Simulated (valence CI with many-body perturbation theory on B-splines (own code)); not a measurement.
A CI+MBPT run for K⁴⁺

Level of theory: relativistic CI+MBPT: five valence electrons over a frozen Dirac-Fock core [Ne], a basis of 6 s, 6 p, 5 d, 3 f, 1 g functions for each j, with the one-electron correlation potential Σ1 (screened to all orders), the two-electron term Σ2, the three-electron term Σ3, Breit, model QED; selected single and double excitations, second order for the rest, scaled by the run's own slope (own B-spline code, finite nucleus).

Command, and the settings that its task file holds:

```sh
python run_cv.py task.json out
```

```
atom K  Z=19  mass_number=39  rms_radius_fm=3.4349
core [Ne]
valence 3s2 3p3
avg = 1
basis = S
breit = 1
cap = 10000
capref = 1200
cscale = 1.1
de = 0.0
dress = 0
eps = 2e-08
extrap = 1
h = 0.27
hh = 1
l2 = 3
lcore = 6
maxit = 60
n2 = 5
natural = 1
nlev = 20
nno = [3, 3, 3, 2, 1]
nroot = 26
nsp = [3, 3, 2, 1, 0]
pt2 = 1
qed = 1
rpa = 1
s1 = 1
s2 = 1
s3 = 1
screen = 1
tol = 2e-05
whole = 1
```

It took 41 s on 1 thread of Arm Neoverse V1, with other jobs on the host.

Log. The first blocks belong to the next ion, which gives the ionisation energy. Fields: 2J, parity (1 odd), roots, reference size, generating configurations, candidates as configurations/state functions, variational space P, stored matrix elements, Davidson steps; e2 is the range of second-order energies in hartree. The first line gives the box (bohr), its intervals, the orbitals and the steps of their self-consistent field. Window is the range of levels sought, series limit the energy at which the first omitted orbital would enter, core excitation an estimate of the first excitation out of the core, left out the lowest levels not solved, and shifts from estimates the range by which levels moved from their first estimate, all in cm⁻¹.

```
rmax 15.8 intervals 65 orbitals 36 references ['3s2 3p3', '3s 3p4', '3s2 3p2 3d'] scf 8 t 1.4
2J=0 par=0 roots 2 ref 23 generators 12 cand 700/966 P 721/989 nnz 0 it 0
2J=0 par=0 roots 2 ref 23 generators 38 cand 2548/4237 P 3269/5226 nnz 1.6e+06 it 9
   second order: generators 69 cand 10211/19863 e2 -0.00008 -0.00006
2J=2 par=0 roots 2 ref 45 generators 13 cand 357/935 P 383/980 nnz 0 it 0
2J=2 par=0 roots 2 ref 45 generators 51 cand 1180/4000 P 1563/4980 nnz 2.6e+06 it 9
   second order: generators 86 cand 13758/62935 e2 -0.00099 -0.00041
2J=4 par=0 roots 2 ref 55 generators 17 cand 359/913 P 391/968 nnz 0 it 0
2J=4 par=0 roots 2 ref 55 generators 39 cand 1121/4024 P 1512/4992 nnz 2.9e+06 it 7
   second order: generators 69 cand 12100/73951 e2 -0.00060 -0.00047
reference levels 609, estimated 46, window 221565 1/cm; series limit 532933, core excitation 2356241
2J=3 par=1 roots 4 ref 70 generators 17 cand 228/988 P 922/3522 nnz 1.7e+06 it 6
2J=3 par=1 roots 4 ref 70 generators 52 cand 1070/6440 P 1992/9962 nnz 9.4e+06 it 9
   second order: generators 122 cand 39045/519047 e2 -0.00384 -0.00109
2J=5 par=1 roots 2 ref 61 generators 14 cand 155/943 P 798/3399 nnz 1.6e+06 it 5
2J=5 par=1 roots 2 ref 61 generators 36 cand 989/6588 P 1787/9987 nnz 9.8e+06 it 6
   second order: generators 100 cand 37444/563218 e2 -0.00398 -0.00184
2J=1 par=1 roots 2 ref 45 generators 16 cand 257/974 P 1165/3495 nnz 1.4e+06 it 5
2J=1 par=1 roots 2 ref 45 generators 36 cand 1590/6465 P 2755/9960 nnz 7.4e+06 it 6
   second order: generators 95 cand 37759/290772 e2 -0.00117 -0.00104
2J=5 par=0 roots 6 ref 95 generators 23 cand 191/991 P 848/3552 nnz 1.6e+06 it 7
2J=5 par=0 roots 6 ref 95 generators 63 cand 973/6425 P 1821/9977 nnz 8.9e+06 it 9
   second order: generators 161 cand 44391/701150 e2 -0.00681 -0.00305
2J=3 par=0 roots 6 ref 98 generators 21 cand 186/980 P 894/3565 nnz 1.5e+06 it 14
2J=3 par=0 roots 6 ref 98 generators 59 cand 1120/6370 P 2014/9935 nnz 8.4e+06 it 13
   second order: generators 145 cand 39619/509796 e2 -0.00608 -0.00222
2J=1 par=0 roots 5 ref 66 generators 21 cand 264/962 P 1225/3523 nnz 1.3e+06 it 15
2J=1 par=0 roots 5 ref 66 generators 57 cand 1521/6323 P 2746/9846 nnz 7.2e+06 it 12
   second order: generators 145 cand 40024/309010 e2 -0.00276 -0.00090
2J=7 par=0 roots 4 ref 62 generators 20 cand 170/894 P 841/3462 nnz 1.6e+06 it 6
2J=7 par=0 roots 4 ref 62 generators 53 cand 861/6403 P 1702/9865 nnz 9.6e+06 it 8
   second order: generators 134 cand 42245/713344 e2 -0.00569 -0.00479
2J=9 par=0 roots 2 ref 34 generators 12 cand 190/880 P 1006/3495 nnz 1.4e+06 it 6
2J=9 par=0 roots 2 ref 34 generators 35 cand 770/6418 P 1776/9913 nnz 1e+07 it 7
   second order: generators 93 cand 33039/514486 e2 -0.00378 -0.00313
left out: unestimated 313975, estimated 261311, shifts from estimates -27 to 157
operators 0.7
```

The Davidson iterations converged. The settings are bad on purpose, so the numbers may not be properties of the ion.

Set against measurement, 14 paired levels are off by 420 cm⁻¹ on average, the worst by 1081. These come from a selection out of Sansonetti, J. Phys. Chem. Ref. Data 37, 7 (2008). Levels without a partner in it may be off by more. Among the levels kept, up to 1500 cm⁻¹ of a level comes from second order outside the variational space, and about a tenth of that is noise between levels of different J, which matters for small intervals. 2 measured levels below the end of the list, from 206720 cm⁻¹ on, found no clear computed partner, and computed levels of the same name lie up to 7082 cm⁻¹ from them.

| Quantity | Value |
| --- | --- |
| Valence energy | -23.13891 hartree |
| Ionisation energy | 81.821 eV |
| Reference configurations for the orbitals | 3s2 3p3, 3s 3p4, 3s2 3p2 3d |
| Radial orbitals | 36 |
| Box radius | 15.75 bohr |
| Largest variational space | 9987 |
| Lowest levels | 3s2 3p3 4S°_3/2 0.0, 3s2 3p3 2D°_3/2 24424, 3s2 3p3 2D°_5/2 24582, 3s2 3p3 2P°_1/2 40192, 3s2 3p3 2P°_3/2 40408, 3s 3p4 4P_5/2 136180, 3s 3p4 4P_3/2 137330, 3s 3p4 4P_1/2 137980, 3s 3p4 2D_3/2 169290, 3s 3p4 2D_5/2 169380, 3s2 3p2 3d 2P_3/2 194720, 3s2 3p2 3d 2P_1/2 196000, 3s 3p4 2S_1/2 205850, 3s2 3p2 3d 4F_3/2 213800 cm⁻¹ |

Names give the largest LS component (configuration and term), which can be under half, so a name can repeat, a term be missing and a line seem to break the LS rules; names also repeat where a configuration has a term twice.
